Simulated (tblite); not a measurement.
Parent: `[H]/[N:4]=[CH:3]\[C:2](=[CH2:1])[O:5][SiH2:6][O:7][CH3:8]` with C1–C2–C3–N4 -1°, C1–C2–O5–Si6 -1°, C2–O5–Si6–O7 178°, O5–Si6–O7–C8 -179°, C4H9NO2Si.

The geometries are computed with GFN2-xTB (gas phase). One conformer each, not checked by frequencies here.

```tsv
coordinate of the parent	value
C1=C2	1.333 Å
C2–C3	1.478 Å
C3=N4	1.256 Å
C2–O5	1.343 Å
O5–Si6	1.618 Å
Si6–O7	1.610 Å
O7–C8	1.390 Å
C1–C2–C3	123.5°
C1–C2–O5	124.2°
C3–C2–O5	112.3°
C2–C3–N4	129.3°
C2–O5–Si6	131.9°
O5–Si6–O7	97.8°
Si6–O7–C8	126.8°
```

Problem. How does the shared frame change in `[H]/[N:4]=[C:3](\[C:2]#[CH:1])[C:5](=[CH2:6])[O:7][SiH2:8][O:9][CH3:10]` with C2–C3–C5–C6 -1°, C3–C5–O7–Si8 0°, C5–O7–Si8–O9 180°, O7–Si8–O9–C10 180°, C6H9NO2Si? Atoms pair as C1 = C6, C2 = C5, C3 = C3, N4 = N4, O5 = O7, Si6 = Si8, O7 = O9, C8 = C10 (parent first).

Solution. 
```tsv
parent	relative	value in the relative	change
C1=C2	C6=C5	1.339 Å	+0.006
C2–C3	C5–C3	1.470 Å	-0.008
C3=N4	C3=N4	1.268 Å	+0.012
C2–O5	C5–O7	1.324 Å	-0.019
O5–Si6	O7–Si8	1.631 Å	+0.013
Si6–O7	Si8–O9	1.628 Å	+0.018
O7–C8	O9–C10	1.386 Å	-0.004
C1–C2–C3	C6–C5–C3	121.4°	-2.1
C1–C2–O5	C6–C5–O7	121.8°	-2.4
C3–C2–O5	C3–C5–O7	116.8°	+4.5
C2–C3–N4	C5–C3–N4	117.3°	-12.0
C2–O5–Si6	C5–O7–Si8	128.3°	-3.6
O5–Si6–O7	O7–Si8–O9	94.6°	-3.2
Si6–O7–C8	Si8–O9–C10	124.1°	-2.7
```

Of the parent's bonds, C2–O5 and Si6–O7 change most and about equally (-0.019 to +0.018 Å). Bonds of the relative outside the shared frame: C1≡C2 1.202, C2–C3 1.424 Å.
